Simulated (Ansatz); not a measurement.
The same molecule with X = B, Al, Ga, In. Ansatz, PBE0-D4/def2-TZVP geometries, multiplicity 1.

Elements past krypton have def2 core potentials. Scalar relativity is left out up to krypton.

| X | molecule | mean X–H bond length / Å | mean X–O bond length / Å | LUMO energy (PBE/def2-TZVPP) / eV | LUMO energy (ωB97M-V/def2-TZVPP) / eV | HOMO–LUMO gap (ωB97M-V/def2-TZVPP) / eV |
| --- | --- | --- | --- | --- | --- | --- |
| B | `BOC` | 1.200 | 1.339 | -1.35 | 1.48 | 12.45 |
| Al | `C[O][AlH2]` | 1.581 | 1.686 | -1.73 | 0.61 | 10.99 |
| Ga | `C[O][GaH2]` | 1.560 | 1.782 | -1.99 | 0.47 | 10.72 |

**Question.** Give the row for X = In, `C[O][InH2]`. (Estimate.)

**Answer.** The calculation gave: 
```json
{"X": "In", "molecule": "`C[O][InH2]`", "mean X–H bond length / Å": "1.708", "mean X–O bond length / Å": "1.987", "LUMO energy (PBE/def2-TZVPP) / eV": "-2.22", "LUMO energy (ωB97M-V/def2-TZVPP) / eV": "-0.11", "HOMO–LUMO gap (ωB97M-V/def2-TZVPP) / eV": "9.57"}
```

From B to In the mean X–H bond length isn't monotonic: highest at In, lowest at B; the mean X–O bond length rises at each step, by 0.648 Å in all; the LUMO energy (PBE/def2-TZVPP) falls at each step, by 0.87 eV in all; the LUMO energy (ωB97M-V/def2-TZVPP) falls at each step, by 1.59 eV in all; the HOMO–LUMO gap (ωB97M-V/def2-TZVPP) falls at each step, by 2.88 eV in all. Bonds lengthen as the atom grows down the group.
